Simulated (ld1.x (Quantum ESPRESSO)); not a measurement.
# u(r) = r·R(r): atom against pseudo-atom (Mg (Z = 12))

Columns: radius, all-electron u(r) and pseudo u(r) of the 3s shell (level -4.67 eV) of magnesium in the configuration [Ne] 3s2 3p0; PBEsol, non-relativistic, ultrasoft scheme, ld1.x (Quantum ESPRESSO) 7.5.

| r (bohr) | all-electron | pseudo |
| --- | --- | --- |
| 0.205 | -0.0431 | 0.0857 |
| 0.410 | -0.2334 | 0.1693 |
| 0.615 | -0.1999 | 0.2487 |
| 0.820 | -0.0649 | 0.3223 |
| 1.025 | 0.0912 | 0.3885 |
| 1.230 | 0.2339 | 0.4463 |
| 1.435 | 0.3513 | 0.4950 |
| 1.640 | 0.4421 | 0.5342 |
| 1.845 | 0.5089 | 0.5640 |
| 2.050 | 0.5549 | 0.5846 |
| 2.255 | 0.5829 | 0.5966 |
| 2.460 | 0.5955 | 0.6004 |
| 2.665 | 0.5956 | 0.5967 |
| 2.870 | 0.5859 | 0.5859 |
| 3.075 | 0.5684 | 0.5684 |
| 3.280 | 0.5453 | 0.5453 |
| 3.485 | 0.5182 | 0.5182 |
| 3.690 | 0.4884 | 0.4884 |
| 3.895 | 0.4571 | 0.4571 |
| 4.100 | 0.4252 | 0.4252 |
| 4.305 | 0.3934 | 0.3934 |
| 4.510 | 0.3623 | 0.3623 |
| 4.715 | 0.3324 | 0.3324 |
| 4.920 | 0.3040 | 0.3040 |
| 5.125 | 0.2772 | 0.2772 |
| 5.330 | 0.2522 | 0.2522 |

(1) How many radial nodes do the two functions have?

(2) At about which radius was the pseudo-wave matched?

(3) Where does each function peak?

(4) Is the pseudo-wave norm-conserving?

Results:

(1) The all-electron 3s function has n − l − 1 = 2 (the table is too coarse to show those close to the nucleus); the pseudo-wave has 0, since the states of the same l below it are removed with the core.

(2) 3.00 bohr, where the columns begin to agree (steps of 0.20 bohr).

(3) Outermost all-electron maximum near 2.67 bohr, pseudo maximum near 2.46 bohr (to the table’s step).

(4) No, it belongs to an ultrasoft set: the norm inside the radius is not constrained, and the difference is carried by the augmentation charge.
